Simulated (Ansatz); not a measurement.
Gas-phase electronic energies from Ansatz, PBE0-D4/def2-TZVP geometries. CBS: MP2 limit from def2 TZ/QZ plus the TZ coupled-cluster correction, frozen cores. This one scheme is used for every species, atoms too. Functionals use def2-TZVPP. Open shells (•) are unrestricted, without spin–orbit coupling. Spin–orbit coupling would lower the free atoms: a little for Al, C, F, O, Si. One conformer a species, not always the lowest.

`[CH3][Al-]([CH3])([F])[OH+][SiH3]` → Al• + 2 C• + F• + 10 H• + O• + Si•  (atomization)

`[CH3][Al-]([CH3])([F])[OH+][SiH3]`:

```xyz
16

C    -0.316    1.783    1.379
Al   -0.641    0.296    0.152
C    -1.864   -1.164    0.593
F    -0.542    0.688   -1.505
O     1.109   -0.548   -0.132
Si    1.761   -0.468   -1.714
H    -1.216    2.391    1.516
H     0.471    2.453    1.019
H    -0.023    1.438    2.377
H    -1.846   -1.961   -0.158
H    -2.899   -0.812    0.659
H    -1.631   -1.619    1.562
H     1.630   -1.000    0.534
H     0.916   -1.211   -2.663
H     3.049   -1.194   -1.531
H     2.043    0.927   -2.090
```

```csv
level,ΔE (eV),difference from CCSD(T)/CBS
revPBE-D4,58.67,-1.43
r2SCAN0-D4,59.25,-0.85
PBE,59.58,-0.52
revPBE,57.71,-2.39
r2SCANh,59.56,-0.54
MP2/def2-TZVPP,59.24,-0.86
SCS-MP2/def2-TZVPP,59.15,-0.95
CCSD/def2-TZVPP,58.01,-2.09
CCSD(T)/def2-TZVPP,58.64,-1.46
SCS-MP2/def2-QZVPP,60.12,0.02
CCSD(T)/CBS,60.10,0
```

Largest T1 diagnostic among the species: 0.018.

At CCSD(T), def2-SVP lies −3.28 eV from the extrapolated value and def2-TZVPP −1.46 eV: correlation converges slowly with the basis, and small sets miss more of it in the bonded molecule than in its fragments. In def2-TZVPP, CCSD(T) changes the Hartree–Fock value by +13.29 eV (the triples alone add +0.63 eV) and MP2 by +13.89 eV; breaking electron pairs costs correlation energy, which Hartree–Fock lacks. Leaving LDA and LC-ωPBE aside and taking each functional with its dispersion term where it has one, the values, not all of them listed here, spread over 1.59 eV, from BHLYP-D4 to CAM-B3LYP-D4. LDA lies +7.33 eV from PBE without D4, its usual overbinding.

For atomizations the MP2-based limit and the directly extrapolated one differ by several kJ/mol either way, and by 10 to 25 for some Ge, Se and Sn compounds, so smaller differences from it don't rank the levels.
